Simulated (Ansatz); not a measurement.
C₂H₄AlF (`F[CH]1[CH2][AlH]1`). Charge 0, multiplicity 1. The geometry is a stationary point of PBE0-D4/def2-TZVP.

```xyz
8

F     0.307   -1.190    1.616
C     0.314   -0.763    0.301
C     0.416    0.758    0.071
Al   -1.064   -0.051   -0.835
H     1.111   -1.290   -0.230
H    -0.074    1.301    0.892
H     1.386    1.203   -0.140
H    -2.394    0.033   -1.675
```

Task: What is the dipole moment at PBE/def2-TZVPP? (An estimate is asked.)

Result: The calculation gave: 2.25 D, with components (-0.75, 0.79, -1.97) D in this frame, pointing from negative to positive charge.

Task: And with r2SCAN, B3LYP, ωB97M-V? (An estimate is asked.)

Result: Computed: r2SCAN 2.41 D, B3LYP 2.57 D, ωB97M-V 2.67 D.

Task: Give the Mulliken charges with PBE, ωB97M-V, r2SCAN in def2-TZVPP. (An estimate is asked.)

Result: Computed: 
```json
{"atom": "F1", "PBE": "-0.20", "ωB97M-V": "-0.24", "r2SCAN": "-0.24"}
{"atom": "C2", "PBE": "0.03", "ωB97M-V": "0.01", "r2SCAN": "0.04"}
{"atom": "C3", "PBE": "-0.25", "ωB97M-V": "-0.34", "r2SCAN": "-0.29"}
{"atom": "Al4", "PBE": "0.25", "ωB97M-V": "0.35", "r2SCAN": "0.42"}
{"atom": "H5", "PBE": "0.06", "ωB97M-V": "0.07", "r2SCAN": "0.04"}
{"atom": "H6", "PBE": "0.08", "ωB97M-V": "0.10", "r2SCAN": "0.07"}
{"atom": "H7", "PBE": "0.08", "ωB97M-V": "0.10", "r2SCAN": "0.06"}
{"atom": "H8", "PBE": "-0.05", "ωB97M-V": "-0.05", "r2SCAN": "-0.10"}
```

B3LYP here is the variant with VWN-RPA as its local correlation; programs differ in this.
